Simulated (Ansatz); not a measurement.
## Strength of the O–C bond: C4H8O3 → C3H5O2 + CH3O

Species: C4H8O3 (methoxymethyl acetate) `COCOC(C)=O`, singlet; C3H5O2 `[CH2]OC(C)=O`, doublet; CH3O `C[O]`, doublet. 

Shapes, held fixed at every level: PBE0-D4/def2-TZVP. Flexible molecules stand in one conformer, not always the lowest. Programs: Ansatz 0.2.0. Electronic energies: no zero-point or thermal term.

| level | kind | ΔE (kJ/mol) | less CCSD(T)/CBS estimate |
| --- | --- | --- | --- |
| PBE-D4/def2-TZVPP | GGA | +374.3 | -28.3 |
| PBE0-D4/def2-TZVPP | global hybrid | +373.9 | -28.7 |
| wB97M-V/def2-TZVPP | range-separated hybrid | +390.1 | -12.5 |
| wB97X-V/def2-TZVPP | range-separated hybrid | +388.1 | -14.5 |
| B2PLYP/def2-TZVPP | double hybrid | +376.5 | -26.1 |
| MP2/def2-TZVPP | perturbation theory | +432.8 | +30.2 |
| CCSD(T)/CBS estimate | coupled cluster or CI | +402.6 | 0.0 |

The highest level, CCSD(T)/CBS estimate, gives ΔE = +402.6 kJ/mol; the levels span +373.9 to +432.8. The column of differences is taken from that level and isn't an error. No measured value is set beside it here. Open shells run unrestricted unless RO is named. The CBS estimate extrapolates MP2 from def2-TZVPP and def2-QZVPP and adds CCSD(T) − MP2 in the triple-zeta set, cores frozen.
